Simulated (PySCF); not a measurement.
A species of formula C5H11NOSi2 has this rotational fingerprint, computed with PBE0/pcSseg-1 in PySCF (dipole) on a GFN2-xTB geometry, gas phase:

- Rotational constants: A = 1538, B = 961.2, C = 744.7 MHz
- Dipole components: |μa| = 2.26 D, |μb| = 3.07 D, |μc| = 0.67 D
- Inertial defect: -175.75 u·Å²
- κ: -0.45

Question: Which structure is it? (One computed conformer of each.)
A. `[CH2:1]=[C:2]([CH3:3])[CH2:4][O:5][Si@@H:6]([SiH3:7])[C:8]#[N:9]` with C1–C2–C4–O5 0°, C2–C4–O5–Si6 151°, C4–O5–Si6–Si7 -168°
B. `[CH3:1][C:2]#[C:3][Si@H:4]([NH2:5])[C:6](=[O:7])[CH2:8][SiH3:9]` with C3–Si4–N5–H -142° and 73°, C3–Si4–C6–O7 139°, Si4–C6–C8–Si9 98°
C. `[CH3:1][CH2:2][Si@@H:3]1[CH2:4][CH2:5][Si@H:6]([C:7]#[N:8])[O:9]1` with C1–C2–Si3–C4 54°, C2–Si3–C4–C5 -138°, Si3–C4–C5–Si6 29°, C4–C5–Si6–C7 89°, C5–Si6–O9–Si3 9°

Answer: C. It is CC[Si@@H]1CC[Si@H](C#N)O1, an asymmetric top, point group C1. The candidates at the same level (rigid rotor, commonest isotopes):

```
                    SMILES  A (MHz)  B (MHz)  C (MHz)  μa (D)  μb (D)  μc (D)  Δ (u·Å²)  point group           rotor
 CC#C[Si@H](N)C(=O)C[SiH3]     1152    876.7    551.8    2.75    0.74    0.79    -99.37           C1  asymmetric top
 CC[Si@@H]1CC[Si@H](C#N)O1     1538    961.2    744.7    2.26    3.07    0.67   -175.75           C1  asymmetric top
C=C(C)CO[Si@@H]([SiH3])C#N     1551    639.1    510.7    1.18    2.25    1.93   -127.01           C1  asymmetric top
```

`C=C(C)CO[Si@@H]([SiH3])C#N` has B 34 % too low; `CC#C[Si@H](N)C(=O)C[SiH3]` has C 26 % too low. No structure here is proved a minimum.
